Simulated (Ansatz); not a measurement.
Ligand exchange: BH2Br + C2H7AlS → BH2(SH) + C2H6AlBr

Species: BH2Br `BBr`, singlet; C2H7AlS `C[CH2][AlH][SH]`, singlet; BH2(SH), singlet; C2H6AlBr `C[CH2][AlH][Br]`, singlet. The partners trade Br for SH: B–Br and Al–SH bonds give way to B–SH and Al–Br.

Shapes, held fixed at every level: PBE0-D4/def2-TZVP. Flexible molecules stand in one conformer, not always the lowest. Programs: Ansatz 0.2.0. The zero-point and thermal change to 298 K, harmonic and unscaled (PBE0-D4/def2-TZVP), is +2.4 kJ/mol.

```
               level                   kind  ΔH(298 K) (kJ/mol)  less CCSD(T)/def2-TZVPP  CPU time (sum over the molecules)
   PBE-D4/def2-TZVPP                    GGA               -59.7                     -1.9                               24 s
r2SCAN-D4/def2-TZVPP               meta-GGA               -62.2                     -4.4                               45 s
 BHLYP-D4/def2-TZVPP          global hybrid               -62.7                     -4.9                               28 s
   B2PLYP/def2-TZVPP          double hybrid               -61.0                     -3.2                               46 s
        MP2/def2-SVP    perturbation theory               -67.4                     -9.6                                  –
     CCSD/def2-TZVPP  coupled cluster or CI               -58.4                     -0.6                                  –
  CCSD(T)/def2-TZVPP  coupled cluster or CI               -57.8                      0.0                             12 min
```

The highest level, CCSD(T)/def2-TZVPP, gives ΔH(298 K) = -57.8 kJ/mol; the levels span -67.4 to -57.8. The column of differences is taken from that level and isn't an error. No measured value is set beside it here. Relativity is left out for Br unless named. Correlated rows may include outer-core shells of Br, which these sets cover unevenly. Times are processor times on shared x86 and Arm servers, and rough.
